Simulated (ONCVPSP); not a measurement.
Configuration tests for bismuth (ONCV)

Bi, optimised norm-conserving Vanderbilt (ONCV), made with ONCVPSP 4.0.1 (PBE, scalar-relativistic). Core [Xe] 4f14, reference 5d10 6s2 6p2 (charge +1). Waves: 6s: rc 2.05 bohr, ncon 3, nbas 7, qcut 3.4 1/bohr, 2 projectors, debl 1.4 Ha; 6p: rc 2.25 bohr, ncon 4, nbas 8, qcut 3.7 1/bohr, 3 projectors, debl 1.1 Ha; 5d: rc 1.45 bohr, ncon 3, nbas 8, qcut 10.9 1/bohr, 2 projectors, debl 2.5 Ha; f scattering state at 0.32 Ha: rc 2.40 bohr, ncon 3, nbas 6, qcut 4.2 1/bohr, 2 projectors, debl 3 Ha. Local part: polynomial inside 1.25 bohr (lpopt 2, dvloc0 0 Ha). Core correction: Teter function, fcfact 3.5, rcfact 1.6.

Energies are relative to the spin-unpolarised reference configuration 5d10 6s2 6p2; without spin polarisation the order of configurations can differ from experiment.

```
valence configuration  charge  ΔE all-electron (eV)  error AE − PS (meV)
         5d10 6s2 6p1      +2                15.247                  -13
          5d9 6s2 6p4       0                16.294                 -224
```

(1) What are ΔE and the potential's error for 5d10 6s2 6p0?

(2) What are ΔE and the potential's error for 5d10 6s2 6p3?

Note: ghosts flagged at negative energy: p at -94.0 eV, f at -180.5 eV, s at -14.5 eV; GHOST(+) flags only above 600 eV. A true bound ghost makes a file unfit for plane-wave use.

## Answers

(1) ΔE = 38.590 eV all-electron; the error (AE − PS) is -54 meV.

(2) ΔE = -7.913 eV all-electron; the error (AE − PS) is +1.8 meV.
